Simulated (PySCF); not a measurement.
## Computed properties of Si(Cl)3(OH) (Cl3HOSi), SMILES O[Si](Cl)(Cl)Cl

Si(Cl)3(OH) (Cl3HOSi), SMILES O[Si](Cl)(Cl)Cl. The structure is a stationary point at PBE0-D3(BJ)/def2-SVP. One conformer was computed; it need not be the lowest. All values are computed for the isolated molecule unless a solvent is named; none is compared with measurement here.

**Structure.** The optimised structure has Cs symmetry. All 12 harmonic modes at PBE0-D3(BJ)/def2-SVP (PySCF) are real, so it is a minimum. With heavy atoms numbered as in [OH:1][Si:2]([Cl:3])([Cl:4])[Cl:5], the shortest bond between them is O1–Si2 at 1.634 Å and the longest Si2–Cl3 at 2.044 Å.

**Vibrations.** The strongest infrared lines (harmonic, unscaled, degenerate partners summed) lie at 799 cm⁻¹ (280 km/mol, H 68 %, O 20 %, Si 11 %), 628 cm⁻¹ (240 km/mol, Si 68 %, Cl 31 %), 632 cm⁻¹ (166 km/mol, Si 58 %, Cl 32 %, H 10 %). The softest mode is at 118 cm⁻¹ and the zero-point energy is 12.4 kcal/mol.

**Electronic structure.** B3LYP/def2-TZVP (PySCF) places the frontier levels at -9.04 and -0.50 eV, a gap of 8.54 eV, and gives a dipole moment of 1.63 D and a mean polarisability of 59.6 bohr³. PBE/def2-TZVP (PySCF) at the same geometry gives -7.89 and -1.22 eV, so its gap is 1.87 eV narrower. An orbital gap is neither the optical nor the fundamental gap.

**Excitations.** TDA-B3LYP/def2-SVPD (PySCF) has S1 at 7.20 eV (172 nm, f = 0.000, dark); the most intense of the 10 singlets computed lies at 8.19 eV (f = 0.09). T1 (TDA) is at 6.84 eV, 0.36 eV under S1. TDA-PBE/def2-SVPD (PySCF) puts S1 at 6.61 eV. No vertical singlet excitation falls in the visible range (under 3.1 eV).

**NMR.** GIAO shifts at PBE0/pcSseg-1 (PySCF) (non-relativistic, atoms alike by connectivity averaged): ¹H at 3.1 ppm against TMS; ²⁹Si at -4.8 ppm against TMS. Without spin–orbit terms, shifts of atoms bonded to Cl or Br come out too high.

**Solvation.** SMD-B3LYP/6-31G* (PySCF) gives -4.8 kcal/mol in water, -8.3 kcal/mol in 2-propanol, -5.8 kcal/mol in ethylethanoate (1 M in both phases, gas-phase geometry); of these solvents 2-propanol holds the molecule best.
